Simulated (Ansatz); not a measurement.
Two spin states of YH, each at its own minimum; 2S+1 = 1, 3, 5 were tried, and our sources give no spin for the ground state. No spin–orbit coupling.

Each state is the lowest solution found for its spin in def2 and cc sets. The singlet is a restricted closed-shell determinant, which can mix singlet states where a π or δ shell is part-filled.

Correlated levels freeze the inner cores; with def2 sets outer-core shells near the valence are correlated too.

Programs: Ansatz (Gaussian basis) for Hartree–Fock, density functionals and correlated methods. Values without a source in brackets are computed. In def2 rows elements past Kr take small-core potentials, without spin–orbit coupling.

### Question
Estimate the energy of the multiplicity-3 state above the multiplicity-1 state that CCSD(T)/def2-TZVPP returns for this input.

### Answer
22.2 kcal/mol

### Question
Estimate the energy of the multiplicity-3 state above the multiplicity-1 state that PBE0/def2-TZVPP returns for this input.

### Answer
9.1 kcal/mol

### Question
What energy of the multiplicity-3 state above the multiplicity-1 state does PBE/def2-TZVPP give?

### Answer
9.5 kcal/mol

Doubts at one or more of the structures used: a restricted determinant that unrestricted orbitals would lower (CCSD(T)/def2-TZVPP).

Ansatz is a quantum-chemistry and plane-wave program.
